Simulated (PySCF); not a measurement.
C4H13BO3Si, SMILES C[Si](C)(O)CCB(O)O, GFN2-xTB optimised geometry. Atoms within 1.6 Å of the plane z = 1.2 Å (x, y, z in Å): Si1 (-0.62, -1.85, -0.06), C3 (0.37, -3.42, 0.35), O4 (-1.74, -1.79, 1.14), C5 (0.50, -0.30, -0.02), C6 (-0.31, 1.01, 0.00), B7 (0.58, 2.35, 0.00), O8 (1.94, 2.35, 0.00), O9 (-0.05, 3.54, 0.00), H13 (0.83, -3.36, 1.33), H14 (-0.28, -4.29, 0.34), H15 (1.16, -3.59, -0.38), H16 (-2.35, -1.06, 1.19), H17 (1.14, -0.33, 0.86), H20 (-0.95, 1.02, 0.88), H21 (2.35, 1.48, 0.00), H22 (0.54, 4.29, 0.00).

Method: PySCF with B3LYP/def2-SVP. Cells within 0.4 Å of a nucleus heavier than hydrogen are left out (blank, or x).

Map of the Laplacian of the electron density (e/bohr⁵), clipped to [-1.50, 1.50] on the plane z = 1.2 Å:

```
|7777777777777777777777777777777|
|7777777777777777777777777777777|
|7777777777777777777777777777777|
|7777777777777777777777777777777|
|7777777777777777777777777777777|
|7777777777777777777777777777777|
|7777777777777777777777777777777|
|7777777777777777777777777777777|
|7777777777777777777777777777777|
|7777777777777777777777777777777|
|7777777777777777777777777777777|
|7777777777777777777777777777777|
|7777777777778787777777777777777|
|7777777777778787777777777777777|
|7777777777777777777777777777777|
|7777777777777777888777777777777|
|7777777777777777877777777777777|
|7777777777698777787777777777777|
|7777777777079877777777777777777|
|77777777793x3977777777777777777|
|77777777789x9877777777777777777|
|7777777777899878887777777777777|
|7777777777777778768777777777777|
|7777777777777788608777777777777|
|7777777777777778887777777777777|
|7777777777777777877777777777777|
|7777777777777777777777777777777|
|7777777777777777777777777777777|
|7777777777777777777777777777777|
|7777777777777777777777777777777|
|7777777777777777777777777777777|
```
Scale: ten equal steps from -1.50 (start of '0') to 0.476 (end of '9'), in the order '0123456789'; x runs from -6.50 to 6.50, y from -6.50 (bottom) to 6.50 (top).
